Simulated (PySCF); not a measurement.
CH2NO, charge +1. Atoms are numbered in the order given.

```xyz
5

N      0.0130     1.2035     0.0000
C      0.0103     0.0643     0.0000
O     -0.1112    -1.1656     0.0000
H      0.0256     2.2117     0.0000
H      0.7110    -1.6971     0.0000
```
Charge +1, spin multiplicity 1.

The structure is a stationary point at PBE0-D3(BJ)/def2-TZVP. The isomer is the one that the SMILES or the coordinates give; other isomers of the formula were not compared.

Method: TDA-B3LYP/def2-SVPD run with PySCF.

Vertical excitations. Gas-phase values at a fixed geometry. State labels are in the subgroup Cs.

| state | symmetry | energy (eV) | λ (nm) | f | main pairs |
|---|---|---|---|---|---|
| S1 | A" | 7.75 | 160 | 0.000 | HOMO→LUMO 99 % |
| S2 | A' | 8.64 | 144 | 0.000 | HOMO−1→LUMO 51 %, HOMO→LUMO+1 48 % |
| S3 | A" | 9.25 | 134 | 0.000 | HOMO−1→LUMO+1 85 %, HOMO→LUMO+2 14 % |
| S4 | A" | 9.33 | 133 | 0.001 | HOMO→LUMO+2 85 %, HOMO−1→LUMO+1 14 % |
| S5 | A' | 10.08 | 123 | 0.006 | HOMO−1→LUMO+2 98 % |
| S6 | A" | 11.36 | 109 | 0.007 | HOMO→LUMO+3 93 % |
| S7 | A" | 11.59 | 107 | 0.002 | HOMO−2→LUMO 92 % |
| S8 | A' | 12.06 | 103 | 0.098 | HOMO−1→LUMO+3 92 % |
| S9 | A" | 12.26 | 101 | 0.025 | HOMO→LUMO+4 96 % |
| S10 | A' | 12.39 | 100 | 0.012 | HOMO−3→LUMO 55 %, HOMO−2→LUMO+1 42 % |
| T1 | A' | 7.10 | 175 | 0 | HOMO−1→LUMO 72 %, HOMO→LUMO+1 24 % |
| T2 | A" | 7.23 | 171 | 0 | HOMO→LUMO 92 % |
| T3 | A' | 7.67 | 162 | 0 | HOMO→LUMO+1 74 %, HOMO−1→LUMO 24 % |
| T4 | A" | 8.79 | 141 | 0 | HOMO−1→LUMO+1 90 % |
Triplets are in the Tamm–Dancoff approximation.
